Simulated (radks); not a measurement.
The numbers below are computed, except where a source is named.
Ionisation of O4+, [He] 2s2, to O5+, [He] 2s1, under several functionals. Scalar-relativistic Kohn-Sham, spin-polarised, spherical densities, point nucleus; open shells are filled with parallel spins first; a radial shooting solver on a logarithmic mesh with Libxc functionals.

| functional | E(O4+) (hartree) | Exc (hartree) | IE (eV) | -e(HOMO) (eV) | <r> HOMO (bohr) | IE error (eV) |
|---|---|---|---|---|---|---|
| OLYP | -68.43664 | -6.08340 | 112.62 | 102.80 | 0.9323 | -1.3 |
| B86b exchange with PBE correlation | -68.40907 | -6.05204 | 112.77 | 102.82 | 0.9302 | -1.1 |
| BLYP | -68.42867 | -6.07096 | 112.65 | 102.69 | 0.9312 | -1.2 |
| LDA (Slater exchange, Perdew-Wang correlation) | -67.86617 | -5.48232 | 112.28 | 102.26 | 0.9334 | -1.6 |

NIST Atomic Spectra Database: 113.90 eV (measured). Closest: B86b exchange with PBE correlation. The Delta-SCF values span 0.49 eV, the total energies 0.57 hartree. The highest occupied level is 2s.
